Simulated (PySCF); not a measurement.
Ge(F)3(SH) (F3GeHS), SMILES [F][Ge]([F])([F])[SH].

The structure is a stationary point at B3LYP-D3(BJ)/def2-SVP. The structure was generated by enumeration, and PubChem lists no compound with its InChIKey, so it may never have been made. The values are those of a single conformer.

The numbers are results of PBE/def2-TZVP run with PySCF, not measurements.

The molecule is in vacuum.

The total energy is -2774.85911 hartree. The highest occupied level is -7.54 eV and the lowest empty level comes out as -2.70 eV. The orbital gap comes out as 4.83 eV and the dipole moment comes out as 2.48 D. The quadrupole, principal values (traceless, Buckingham form, about the centre of nuclear charge) is -4.15, -1.59, 5.74 D·Å, the mean static polarisability comes out as 45.3 bohr³ (6.71 Å³) and the polarisability, principal values is 37.8, 41.4, 56.6 bohr³.
